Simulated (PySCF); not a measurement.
C3H9BeN, SMILES [CH3][Be][N](C)C.

The structure is a stationary point at ωB97X-D3(BJ)/def2-SVP. The structure was generated by enumeration; whether it is a known compound was not checked. The values are those of a single conformer.

Computed with TDDFT-PBE/def2-SVPD (PySCF).

Vertical excitations. 

| state | energy (eV) | λ (nm) | f | main pairs |
|---|---|---|---|---|
| S1 | 4.50 | 276 | 0.000 | HOMO→LUMO 100 % |
| S2 | 4.61 | 269 | 0.003 | HOMO→LUMO+1 100 % |
| S3 | 5.21 | 238 | 0.015 | HOMO→LUMO+3 100 % |
| S4 | 5.29 | 234 | 0.088 | HOMO→LUMO+2 94 % |
| S5 | 5.95 | 208 | 0.000 | HOMO→LUMO+4 100 % |
| S6 | 6.51 | 190 | 0.038 | HOMO→LUMO+5 58 %, HOMO→LUMO+6 41 % |
| S7 | 6.60 | 188 | 0.000 | HOMO→LUMO+7 100 % |
| S8 | 6.63 | 187 | 0.023 | HOMO−1→LUMO 98 % |
| S9 | 6.68 | 185 | 0.004 | HOMO−1→LUMO+1 70 %, HOMO→LUMO+6 17 %, HOMO→LUMO+5 11 % |
| S10 | 6.78 | 183 | 0.082 | HOMO→LUMO+8 69 %, HOMO−1→LUMO+1 12 % |
| T1 | 4.40 | 282 | 0 | HOMO→LUMO 100 % |
| T2 | 4.50 | 276 | 0 | HOMO→LUMO+1 99 % |
| T3 | 4.70 | 264 | 0 | HOMO→LUMO+2 97 % |
| T4 | 5.13 | 242 | 0 | HOMO→LUMO+3 100 % |
Triplets are in the Tamm–Dancoff approximation, which puts them higher than full response would, so one can lie above its singlet here.
